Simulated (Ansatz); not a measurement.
Ansatz (a first-principles code) input (B3LYP-D3(BJ)/def2-TZVP):

Ansatz 0.2 input:
```yaml
crystal:
  periodic: [false, false, false]
  atoms:
    - {symbol: Si, position_ang: [-0.04788021, -0.60844932, -0.36534567]}
    - {symbol: F, position_ang: [-0.69379004, -1.62150385, 0.73255124]}
    - {symbol: N, position_ang: [-1.21933555, 0.65764361, -0.44841233]}
    - {symbol: N, position_ang: [1.38133941, -0.04976301, 0.42642010]}
    - {symbol: H, position_ang: [-2.18762373, 0.40637133, -0.33113921]}
    - {symbol: H, position_ang: [-1.11954302, 1.39175746, -1.12783933]}
    - {symbol: H, position_ang: [1.84770802, -0.68749170, 1.05138901]}
    - {symbol: H, position_ang: [2.04739791, 0.51326502, -0.07354748]}
basis:
  gaussian:
    orbitals: def2-TZVP
hamiltonian:
  xc: b3lyp
  dispersion: d3bj
magnetization: {spin_polarized: true, initial_magnetization: 1}
relax: {f_tol: 0.002, max_steps: 150}
```

Output:

```
Functional definition: B3LYP
integrals: 0.06 GiB planned
903 factors; their error is unknown
mean field: 0.78 GiB planned
mean field evaluation 1: about -13630.0112 eV, gradient 6.5e1 eV
mean field evaluation 2: about -13600.2576 eV, gradient 9.9e1 eV
mean field evaluation 4: about -13645.0783 eV, gradient 5.6e0 eV
mean field evaluation 8: about -13645.2099 eV, gradient 2.1e-1 eV
mean field evaluation 16: about -13645.2101 eV, gradient 5.1e-5 eV
mean field -13645.21005448 eV, -501.4522204467 hartree, gradient 1.1e-5 eV, S^2 0.752663; 0 other end points of the search recorded, 0 dependent functions left out
the calculation of the forces begins
reference -13645.21028029 eV, -501.4522287448 hartree; 21, 20 occupied and 133, 134 virtual orbitals, 903 factors
relax step   1: F+E_penalty+E_count = -13645.46277714 eV  Δ(F+E_penalty+E_count) = +0.000e0 eV  max|allowed force component| = 7.760e-1 eV/Å  Δτ_max = 0.0000 Å  (31 SCF iters, accepted)
these checks for a lower state are left out or cut short: starts, cluster_reference, orbital_swaps, neighbouring_geometries, increment
integrals: 0.06 GiB planned
903 factors; their error is unknown
mean field: 0.78 GiB planned
mean field -13645.23642113 eV, -501.4531894030 hartree, gradient 2.1e-5 eV, S^2 0.752538; 0 other end points of the search recorded, 0 dependent functions left out
the calculation of the forces begins
reference -13645.23664927 eV, -501.4531977871 hartree; 21, 20 occupied and 133, 134 virtual orbitals, 903 factors
relax step   2: F+E_penalty+E_count = -13645.48748625 eV  Δ(F+E_penalty+E_count) = -2.471e-2 eV  max|allowed force component| = 2.479e-1 eV/Å  Δτ_max = 0.0583 Å  (33 SCF iters, accepted)
these checks for a lower state are left out or cut short: starts, cluster_reference, orbital_swaps, neighbouring_geometries, increment
integrals: 0.06 GiB planned
903 factors; their error is unknown
mean field: 0.78 GiB planned
mean field evaluation 32: about -13645.2383 eV, gradient 1.3e-5 eV
mean field -13645.23832822 eV, -501.4532594875 hartree, gradient 1.3e-5 eV, S^2 0.752518; 0 other end points of the search recorded, 0 dependent functions left out
the calculation of the forces begins
reference -13645.23855634 eV, -501.4532678706 hartree; 21, 20 occupied and 133, 134 virtual orbitals, 903 factors
relax step   3: F+E_penalty+E_count = -13645.48952618 eV  Δ(F+E_penalty+E_count) = -2.040e-3 eV  max|allowed force component| = 1.353e-1 eV/Å  Δτ_max = 0.0096 Å  (34 SCF iters, accepted)
these checks for a lower state are left out or cut short: starts, cluster_reference, orbital_swaps, neighbouring_geometries, increment
integrals: 0.06 GiB planned
903 factors; their error is unknown
mean field: 0.78 GiB planned
mean field -13645.24033032 eV, -501.4533330633 hartree, gradient 1.4e-5 eV, S^2 0.752495; 0 other end points of the search recorded, 0 dependent functions left out
the calculation of the forces begins
reference -13645.24055805 eV, -501.4533414320 hartree; 21, 20 occupied and 133, 134 virtual orbitals, 903 factors
relax step   4: F+E_penalty+E_count = -13645.49195434 eV  Δ(F+E_penalty+E_count) = -2.428e-3 eV  max|allowed force component| = 8.427e-2 eV/Å  Δτ_max = 0.0329 Å  (33 SCF iters, accepted)
these checks for a lower state are left out or cut short: starts, cluster_reference, orbital_swaps, neighbouring_geometries, increment
integrals: 0.06 GiB planned
903 factors; their error is unknown
mean field: 0.78 GiB planned
mean field -13645.24277630 eV, -501.4534229514 hartree, gradient 1.7e-5 eV, S^2 0.752497; 0 other end points of the search recorded, 0 dependent functions left out
the calculation of the forces begins
reference -13645.24300335 eV, -501.4534312953 hartree; 21, 20 occupied and 133, 134 virtual orbitals, 903 factors
relax step   5: F+E_penalty+E_count = -13645.49470044 eV  Δ(F+E_penalty+E_count) = -2.746e-3 eV  max|allowed force component| = 8.097e-2 eV/Å  Δτ_max = 0.0439 Å  (33 SCF iters, accepted)
these checks for a lower state are left out or cut short: starts, cluster_reference, orbital_swaps, neighbouring_geometries, increment
integrals: 0.06 GiB planned
903 factors; their error is unknown
mean field: 0.78 GiB planned
[...]
903 factors; their error is unknown
mean field: 0.78 GiB planned
mean field -13645.33209838 eV, -501.4567054772 hartree, gradient 1.1e-5 eV, S^2 0.751655; 0 other end points of the search recorded, 0 dependent functions left out
the calculation of the forces begins
reference -13645.33232412 eV, -501.4567137728 hartree; 21, 20 occupied and 133, 134 virtual orbitals, 903 factors
relax step  13: F+E_penalty+E_count = -13645.58679020 eV  Δ(F+E_penalty+E_count) = +6.731e-3 eV  max|allowed force component| = 8.617e-1 eV/Å  Δτ_max = 0.2000 Å  (36 SCF iters, rejected (line search))
these checks for a lower state are left out or cut short: starts, cluster_reference, orbital_swaps, neighbouring_geometries, increment
integrals: 0.06 GiB planned
903 factors; their error is unknown
mean field: 0.78 GiB planned
mean field -13645.35767883 eV, -501.4576455413 hartree, gradient 2.2e-5 eV, S^2 0.751790; 0 other end points of the search recorded, 0 dependent functions left out
the calculation of the forces begins
reference -13645.35790360 eV, -501.4576538016 hartree; 21, 20 occupied and 133, 134 virtual orbitals, 903 factors
relax step  14: F+E_penalty+E_count = -13645.61169021 eV  Δ(F+E_penalty+E_count) = -1.817e-2 eV  max|allowed force component| = 1.687e-1 eV/Å  Δτ_max = 0.1000 Å  (32 SCF iters, accepted)
these checks for a lower state are left out or cut short: starts, cluster_reference, orbital_swaps, neighbouring_geometries, increment
integrals: 0.06 GiB planned
903 factors; their error is unknown
mean field: 0.78 GiB planned
mean field -13645.36685797 eV, -501.4579828684 hartree, gradient 1.6e-5 eV, S^2 0.751768; 0 other end points of the search recorded, 0 dependent functions left out
the calculation of the forces begins
reference -13645.36708287 eV, -501.4579911335 hartree; 21, 20 occupied and 133, 134 virtual orbitals, 903 factors
relax step  15: F+E_penalty+E_count = -13645.62216217 eV  Δ(F+E_penalty+E_count) = -1.047e-2 eV  max|allowed force component| = 3.124e-1 eV/Å  Δτ_max = 0.1000 Å  (32 SCF iters, accepted)
these checks for a lower state are left out or cut short: starts, cluster_reference, orbital_swaps, neighbouring_geometries, increment
integrals: 0.06 GiB planned
903 factors; their error is unknown
mean field: 0.78 GiB planned
mean field -13645.37153543 eV, -501.4581547622 hartree, gradient 1.8e-5 eV, S^2 0.751752; 0 other end points of the search recorded, 0 dependent functions left out
the calculation of the forces begins
reference -13645.37176094 eV, -501.4581630495 hartree; 21, 20 occupied and 133, 134 virtual orbitals, 903 factors
relax step  16: F+E_penalty+E_count = -13645.62635524 eV  Δ(F+E_penalty+E_count) = -4.193e-3 eV  max|allowed force component| = 3.466e-1 eV/Å  Δτ_max = 0.0567 Å  (32 SCF iters, accepted)
these checks for a lower state are left out or cut short: starts, cluster_reference, orbital_swaps, neighbouring_geometries, increment
integrals: 0.06 GiB planned
903 factors; their error is unknown
mean field: 0.78 GiB planned
mean field evaluation 128: about -13645.2345 eV, gradient 4.1e0 eV
mean field -13645.36372329 eV, -501.4578676710 hartree, gradient 6.6e-6 eV, S^2 0.751754; 0 other end points of the search recorded, 0 dependent functions left out
the calculation of the forces begins
reference -13645.36394912 eV, -501.4578759705 hartree; 21, 20 occupied and 133, 134 virtual orbitals, 903 factors
relax step  17: F+E_penalty+E_count = -13645.61773997 eV  Δ(F+E_penalty+E_count) = +8.615e-3 eV  max|allowed force component| = 6.964e-1 eV/Å  Δτ_max = 0.1214 Å  (33 SCF iters, rejected (line search))
these checks for a lower state are left out or cut short: starts, cluster_reference, orbital_swaps, neighbouring_geometries, increment
integrals: 0.06 GiB planned
903 factors; their error is unknown
mean field: 0.78 GiB planned
mean field -13645.37551420 eV, -501.4583009792 hartree, gradient 2.4e-5 eV, S^2 0.751764; 0 other end points of the search recorded, 0 dependent functions left out
the calculation of the forces begins
reference -13645.37573976 eV, -501.4583092683 hartree; 21, 20 occupied and 133, 134 virtual orbitals, 903 factors
relax step  18: F+E_penalty+E_count = -13645.63025124 eV  Δ(F+E_penalty+E_count) = -3.896e-3 eV  max|allowed force component| = 1.408e-1 eV/Å  Δτ_max = 0.0607 Å  (32 SCF iters, accepted)
these checks for a lower state are left out or cut short: starts, cluster_reference, orbital_swaps, neighbouring_geometries, increment
integrals: 0.06 GiB planned
903 factors; their error is unknown
mean field: 0.78 GiB planned
mean field -13645.37502444 eV, -501.4582829809 hartree, gradient 1.2e-5 eV, S^2 0.751732; 0 other end points of the search recorded, 0 dependent functions left out
the calculation of the forces begins
reference -13645.37525055 eV, -501.4582912900 hartree; 21, 20 occupied and 133, 134 virtual orbitals, 903 factors
relax step  19: F+E_penalty+E_count = -13645.62947206 eV  Δ(F+E_penalty+E_count) = +7.792e-4 eV  max|allowed force component| = 1.482e-1 eV/Å  Δτ_max = 0.0267 Å  (33 SCF iters, rejected (line search))
these checks for a lower state are left out or cut short: starts, cluster_reference, orbital_swaps, neighbouring_geometries, increment
integrals: 0.06 GiB planned
903 factors; their error is unknown
mean field: 0.78 GiB planned
mean field -13645.37649065 eV, -501.4583368632 hartree, gradient 1.1e-5 eV, S^2 0.751755; 0 other end points of the search recorded, 0 dependent functions left out
the calculation of the forces begins
reference -13645.37671636 eV, -501.4583451576 hartree; 21, 20 occupied and 133, 134 virtual orbitals, 903 factors
relax step  20: F+E_penalty+E_count = -13645.63103275 eV  Δ(F+E_penalty+E_count) = -7.815e-4 eV  max|allowed force component| = 4.371e-2 eV/Å  Δτ_max = 0.0134 Å  (34 SCF iters, accepted)
these checks for a lower state are left out or cut short: starts, cluster_reference, orbital_swaps, neighbouring_geometries, increment
integrals: 0.06 GiB planned
903 factors; their error is unknown
mean field: 0.78 GiB planned
mean field evaluation 160: about -13645.3768 eV, gradient 2.5e-3 eV
mean field -13645.37677667 eV, -501.4583473742 hartree, gradient 1.2e-5 eV, S^2 0.751760; 0 other end points of the search recorded, 0 dependent functions left out
the calculation of the forces begins
reference -13645.37700233 eV, -501.4583556669 hartree; 21, 20 occupied and 133, 134 virtual orbitals, 903 factors
relax step  21: F+E_penalty+E_count = -13645.63129864 eV  Δ(F+E_penalty+E_count) = -2.659e-4 eV  max|allowed force component| = 1.861e-2 eV/Å  Δτ_max = 0.0143 Å  (33 SCF iters, accepted)
these checks for a lower state are left out or cut short: starts, cluster_reference, orbital_swaps, neighbouring_geometries, increment
integrals: 0.06 GiB planned
903 factors; their error is unknown
mean field: 0.78 GiB planned
mean field -13645.37690565 eV, -501.4583521141 hartree, gradient 1.8e-5 eV, S^2 0.751758; 0 other end points of the search recorded, 0 dependent functions left out
the calculation of the forces begins
reference -13645.37713137 eV, -501.4583604091 hartree; 21, 20 occupied and 133, 134 virtual orbitals, 903 factors
relax step  22: F+E_penalty+E_count = -13645.63132868 eV  Δ(F+E_penalty+E_count) = -3.004e-5 eV  max|allowed force component| = 8.372e-3 eV/Å  Δτ_max = 0.0040 Å  (26 SCF iters, accepted)
these checks for a lower state are left out or cut short: starts, cluster_reference, orbital_swaps, neighbouring_geometries, increment
integrals: 0.06 GiB planned
903 factors; their error is unknown
mean field: 0.78 GiB planned
mean field -13645.37689131 eV, -501.4583515871 hartree, gradient 1.5e-5 eV, S^2 0.751759; 0 other end points of the search recorded, 0 dependent functions left out
the calculation of the forces begins
reference -13645.37711700 eV, -501.4583598811 hartree; 21, 20 occupied and 133, 134 virtual orbitals, 903 factors
relax step  23: F+E_penalty+E_count = -13645.63133732 eV  Δ(F+E_penalty+E_count) = -8.644e-6 eV  max|allowed force component| = 2.754e-3 eV/Å  Δτ_max = 0.0008 Å  (25 SCF iters, accepted)
these checks for a lower state are left out or cut short: starts, cluster_reference, orbital_swaps, neighbouring_geometries, increment
integrals: 0.06 GiB planned
903 factors; their error is unknown
mean field: 0.78 GiB planned
mean field -13645.37689318 eV, -501.4583516557 hartree, gradient 5.7e-5 eV, S^2 0.751759; 0 other end points of the search recorded, 0 dependent functions left out
the calculation of the forces begins
reference -13645.37711886 eV, -501.4583599495 hartree; 21, 20 occupied and 133, 134 virtual orbitals, 903 factors
relax step  24: F+E_penalty+E_count = -13645.63133830 eV  Δ(F+E_penalty+E_count) = -9.838e-7 eV  max|allowed force component| = 6.464e-4 eV/Å  Δτ_max = 0.0005 Å  (22 SCF iters, accepted)
integrals: 0.06 GiB planned
903 factors; their error is unknown
mean field: 0.78 GiB planned
mean field evaluation 192: about -13645.3769 eV, gradient 8.3e-4 eV
mean field -13645.37689318 eV, -501.4583516557 hartree, gradient 5.7e-5 eV, S^2 0.751759; 1 other end points of the search recorded, 0 dependent functions left out
the calculation of the forces begins
reference -13645.37711886 eV, -501.4583599495 hartree; 21, 20 occupied and 133, 134 virtual orbitals, 903 factors
Total energy: -13645.63156399 eV, -501.4677106354 hartree
Atom 0 at    -0.179936    -0.736848    -0.162098 Å, force     0.000336     0.000032     0.000398 eV/Å
Atom 1 at    -0.665776    -1.520887     1.168973 Å, force     0.000072    -0.000022    -0.000126 eV/Å
Atom 2 at    -1.155079     0.577632    -0.644073 Å, force    -0.000061    -0.000171     0.000195 eV/Å
Atom 3 at     1.339160    -0.078148     0.296184 Å, force    -0.000637    -0.000003    -0.000646 eV/Å
Atom 4 at    -1.985825     0.450405    -1.197424 Å, force    -0.000093     0.000080    -0.000069 eV/Å
Atom 5 at    -1.156712     1.449684    -0.133769 Å, force    -0.000193     0.000250    -0.000157 eV/Å
Atom 6 at     1.945790    -0.603055     0.908083 Å, force     0.000160    -0.000152     0.000163 eV/Å
Atom 7 at     1.866651     0.463046    -0.371802 Å, force     0.000417    -0.000014     0.000243 eV/Å
Dipole moment:     0.167475     0.316917    -0.218325 e Å
```

It need not be the lowest isomer of its formula.
